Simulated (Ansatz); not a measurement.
Computed with Ansatz on PBE0-D4/def2-TZVP structures; ΔE is electronic, products minus reactants. CCSD(T)/CBS is the MP2 limit (def2-TZVPP, def2-QZVPP) plus CCSD(T) − MP2 in def2-TZVPP, frozen cores. Functionals use def2-TZVPP. For Ga outer-core shells are correlated without core-valence functions, which leaves a few kJ/mol of doubt a bond. Scalar relativity is left out up to krypton. One conformer a species, not always the lowest.

Consider the formal exchange of groups at a Ga–C bond: `CO[CH2][GaH][OH]` + `O[SiH3]` → `O[SiH2][GaH][OH]` + `COC`.

```tsv
level	ΔE (eV)
r2SCAN-D4	-0.46
B2PLYP	-0.40
PBE	-0.51
r2SCAN	-0.46
PBE0	-0.49
MP2/def2-QZVPP	-0.33
SCS-MP2/def2-QZVPP	-0.33
MP2/CBS(def2)	-0.34
```

Question: What does CCSD(T)/CBS give? (An estimate is asked.)

Answer: The calculation gave: -0.38 eV. The listed levels differ from it by -0.08, -0.02, -0.13, -0.08, -0.11, 0.05, 0.05, 0.04 eV.

Largest T1 diagnostic among the species: 0.014.
